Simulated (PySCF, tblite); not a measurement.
Isomers of C4H7NO2Si. Computed with GFN2-xTB (tblite): harmonic, unscaled wavenumbers at the GFN2-xTB geometry, gas phase. Errors from tens to a few hundred cm⁻¹ against measured bands are possible. Modes of hydrogen on silicon can be 10 to 20 % off. One conformer each.

Electronic energies: PBE0/pcSseg-1 single points on the GFN2-xTB geometries (PySCF, gas phase).

```csv
SMILES,"electronic energy, lowest = 0 (kJ/mol)"
N#C[SiH]1OCCCO1,130.1
C=NC(=C)O[SiH2]C=O,429.1
O[SiH](O)n1cccc1,0.0
N#CC1(O[SiH2]O)CC1,245.9
```

Problem. How do GFN2-xTB zero-point energies change the relative energies?

Solution. 
| SMILES | ZPE (kJ/mol) | of it from modes above 1550 cm⁻¹ | electronic (kJ/mol) | with ZPE, lowest = 0 (kJ/mol) | lowest mode (cm⁻¹) | rings |
| --- | --- | --- | --- | --- | --- | --- |
| O[SiH](O)n1cccc1 | 280.2 | 143.0 | 0.0 | 0.0 | 29 | 1 |
| N#C[SiH]1OCCCO1 | 286.8 | 133.9 | 130.1 | 136.7 | 53 | 1 |
| N#CC1(O[SiH2]O)CC1 | 272.1 | 138.5 | 245.9 | 237.9 | 19 | 1 |
| C=NC(=C)O[SiH2]C=O | 263.2 | 147.6 | 429.1 | 412.1 | 47 | 0 |

The zero-point energies span 23.6 kJ/mol, from `C=NC(=C)O[SiH2]C=O` to `N#C[SiH]1OCCCO1`. The order is unchanged.

Problem. And how do the electronic energies of GFN2-xTB itself compare?

Solution. `O[SiH](O)n1cccc1` 0.0; `N#C[SiH]1OCCCO1` 184.5; `N#CC1(O[SiH2]O)CC1` 206.1; `C=NC(=C)O[SiH2]C=O` 427.1 kJ/mol, lowest = 0. Against the energies above, taken from the same isomer `O[SiH](O)n1cccc1`, the largest difference is 54.4 kJ/mol.

Problem. What do entropy and thermal enthalpy add at 298.15 K and 1 bar (rigid rotor, harmonic oscillator, one conformer each)?

Solution. 
```
            SMILES  point group  symmetry number  S (J/(mol K))  H − H(0) (kJ/mol)  ZPE + H − H(0) − TS (kJ/mol)
  O[SiH](O)n1cccc1           C1                1          395.3              26.54                         188.9
   N#C[SiH]1OCCCO1           Cs                1          382.1              24.98                         197.8
C=NC(=C)O[SiH2]C=O           C1                1          404.1              28.12                         170.8
```

Not tabulated: `N#CC1(O[SiH2]O)CC1` (lowest mode only 19 cm⁻¹).
